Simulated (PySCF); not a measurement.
SMILES N[SiH2][SiH2][Ge]([Cl])([Cl])[Cl] (H₆Cl₃GeNSi₂), singlet, PBE0/def2-SVP optimised geometry.

```
13

Si    -0.76    -0.47     0.00
N     -1.24     1.19     0.00
Si     1.59    -0.47     0.00
Ge     2.28     0.60     2.02
Cl     1.68    -0.54     3.75
Cl     4.40     0.97     2.21
Cl     1.31     2.53     2.21
H     -1.18    -1.33     1.16
H     -1.25    -1.12    -1.25
H     -0.82     1.83     0.67
H     -2.21     1.44    -0.19
H      2.21     0.33    -1.10
H      2.21    -1.83     0.05
```

Density from PBE0/def2-TZVP in PySCF at that geometry.

Minimum of the electron density along straight lines between bonded atoms, close to the bond critical point (lines longer than 1.1 times the sum of covalent radii, or with two minima, are not listed):

```json
[
 {"bond": "Si1–N2", "length / Å": "1.726", "ρ at the minimum / e bohr⁻³": "0.132", "∇²ρ there / e bohr⁻⁵": "0.55", "position (fraction from the first atom)": "0.40"},
 {"bond": "Si1–Si3", "length / Å": "2.353", "ρ at the minimum / e bohr⁻³": "0.092", "∇²ρ there / e bohr⁻⁵": "-0.15", "position (fraction from the first atom)": "0.37"},
 {"bond": "Si3–Ge4", "length / Å": "2.385", "ρ at the minimum / e bohr⁻³": "0.085", "∇²ρ there / e bohr⁻⁵": "-0.10", "position (fraction from the first atom)": "0.36"},
 {"bond": "Ge4–Cl5", "length / Å": "2.156", "ρ at the minimum / e bohr⁻³": "0.105", "∇²ρ there / e bohr⁻⁵": "0.16", "position (fraction from the first atom)": "0.43"},
 {"bond": "Ge4–Cl6", "length / Å": "2.153", "ρ at the minimum / e bohr⁻³": "0.106", "∇²ρ there / e bohr⁻⁵": "0.16", "position (fraction from the first atom)": "0.43"},
 {"bond": "Ge4–Cl7", "length / Å": "2.174", "ρ at the minimum / e bohr⁻³": "0.101", "∇²ρ there / e bohr⁻⁵": "0.15", "position (fraction from the first atom)": "0.43"},
 {"bond": "Si1–H8", "length / Å": "1.501", "ρ at the minimum / e bohr⁻³": "0.119", "∇²ρ there / e bohr⁻⁵": "0.13", "position (fraction from the first atom)": "0.49"},
 {"bond": "Si1–H9", "length / Å": "1.494", "ρ at the minimum / e bohr⁻³": "0.120", "∇²ρ there / e bohr⁻⁵": "0.15", "position (fraction from the first atom)": "0.49"},
 {"bond": "N2–H10", "length / Å": "1.016", "ρ at the minimum / e bohr⁻³": "0.330", "∇²ρ there / e bohr⁻⁵": "-1.64", "position (fraction from the first atom)": "0.74"},
 {"bond": "N2–H11", "length / Å": "1.014", "ρ at the minimum / e bohr⁻³": "0.331", "∇²ρ there / e bohr⁻⁵": "-1.62", "position (fraction from the first atom)": "0.74"},
 {"bond": "Si3–H12", "length / Å": "1.493", "ρ at the minimum / e bohr⁻³": "0.119", "∇²ρ there / e bohr⁻⁵": "0.15", "position (fraction from the first atom)": "0.49"},
 {"bond": "Si3–H13", "length / Å": "1.494", "ρ at the minimum / e bohr⁻³": "0.118", "∇²ρ there / e bohr⁻⁵": "0.15", "position (fraction from the first atom)": "0.49"}
]
```
